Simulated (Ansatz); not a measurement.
The same path of AlF2H4NO (9 atoms, charge 0, multiplicity 1) was run twice with different band settings. Lost on the way: O7–H9. Made: N2–H9.

Method: Ansatz, RKS PBE-D4/def2-SVP.

Relaxed end points:

```xyz
9
Properties=species:S:1:pos:R:3
Al -0.006 0.181 0.255
N -0.003 0.013 2.096
H -0.749 -0.523 2.553
H 0.871 -0.201 2.589
F 1.440 0.002 -0.576
F -1.446 -0.230 -0.512
O -0.272 2.090 0.650
H -1.159 2.431 0.423
H -0.304 1.714 1.614
```

```xyz
9
Properties=species:S:1:pos:R:3
Al -0.201 0.536 0.165
N -0.008 0.127 2.128
H -0.704 -0.558 2.450
H 0.930 -0.224 2.365
F 1.330 0.120 -0.415
F -1.424 -0.541 -0.282
O -0.592 2.205 0.397
H -0.794 2.796 -0.343
H -0.164 1.016 2.626
```

Common settings: movable images 7; climbing image yes; spring 5.0 eV/Å²; optimiser quadratic models (default); force threshold 0.05 eV/Å; iteration limit 60; end points relaxed.

| run | start path |
| --- | --- |
| 1 | through a guess of the saddle point |
| 2 | straight line |

Question: What does each run give, and how far can it be trusted?

Answer: Run 1: converged after 12 iterations, highest image 0.009 eV above the first end. A vibrational analysis at the climbing image gives one clearly imaginary mode, 370i cm⁻¹: a first-order saddle point.
Run 2: converged after 11 iterations, highest image 0.009 eV above the first end. Another band between the same ends (7 images) ends at a top of the same energy, where a vibrational analysis finds 1 clearly imaginary mode.
The orbitals stay closed-shell, which can raise the energy where a bond breaks towards radicals; this wasn't checked here.
